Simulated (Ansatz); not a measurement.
Reaction (formal exchange of groups at the Sn–O bond): `[OH][Sn]([OH])([OH])[OH]` + CH₄ → `[CH3][Sn]([OH])([OH])[OH]` + H₂O

Gas-phase electronic energies from Ansatz, PBE0-D4/def2-TZVP geometries. CCSD(T)/CBS adds triple-zeta CCSD(T) − MP2 to the extrapolated MP2 energy (def2 sets, frozen cores). This one scheme is used for every species. Functionals use def2-TZVPP. Elements past krypton have def2 core potentials. For Sn outer-core shells are correlated without core-valence functions, which leaves a few kJ/mol of doubt a bond. One conformer a species, not always the lowest.

```tsv
species	r2SCAN0-D4 energy (Eh)
`[OH][Sn]([OH])([OH])[OH]`	-517.68419
CH₄	-40.49857
`[CH3][Sn]([OH])([OH])[OH]`	-481.75907
H₂O	-76.41199
```

Question: Work out ΔE.

Answer: ΔE = (-481.75907) + (-76.41199) − (-517.68419) − (-40.49857) = 0.01170 Eh = +0.32 eV. CCSD(T)/CBS gives +0.28 eV.

Largest T1 diagnostic among the species: 0.015.

In def2-TZVPP, CCSD(T) changes the Hartree–Fock value by −0.13 eV (the triples alone add +0.00 eV) and MP2 by −0.15 eV. From r2SCAN to r2SCAN0 (25 % exact exchange), in def2-TZVPP and without D4, ΔE moves by −0.05 eV.
